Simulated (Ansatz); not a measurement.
`C[N]([ZnH])C=O` and `B[N](C)[ZnH]` differ in one atom or group.

Ansatz, PBE0-D4/def2-TZVP geometries, multiplicity 1. Each molecule was computed in one conformer, which needn't be the lowest.

Scalar relativity is left out up to krypton.

```csv
property,`C[N]([ZnH])C=O`
HOMO–LUMO gap (PBE/def2-TZVPP) / eV,3.98
HOMO–LUMO gap (PBE0/def2-TZVPP) / eV,6.27
HOMO energy (PBE/def2-TZVPP) / eV,-5.70
size of the dipole moment (PBE/def2-TZVPP) / D,3.69
HOMO–LUMO gap (ωB97M-V/def2-TZVPP) / eV,9.90
LUMO energy (PBE/def2-TZVPP) / eV,-1.72
```

What does the change do to each property? (Best estimate.)

Computed: 
```csv
property,`B[N](C)[ZnH]`,shift
HOMO–LUMO gap (PBE/def2-TZVPP) / eV,5.35,1.37
HOMO–LUMO gap (PBE0/def2-TZVPP) / eV,7.27,1.00
HOMO energy (PBE/def2-TZVPP) / eV,-6.46,-0.76
size of the dipole moment (PBE/def2-TZVPP) / D,1.84,-1.85
HOMO–LUMO gap (ωB97M-V/def2-TZVPP) / eV,10.87,0.97
LUMO energy (PBE/def2-TZVPP) / eV,-1.11,0.61
```

With PBE0 the HOMO falls by 0.39 eV and the LUMO rises by 0.61 eV, so the gap widens by about 1.00 eV. PBE moves the HOMO by -0.76 eV and ωB97M-V by -0.45 eV. Dipoles are sizes alone; their direction can turn.

Positive LUMOs are unbound, so they and the gaps depend on the basis.
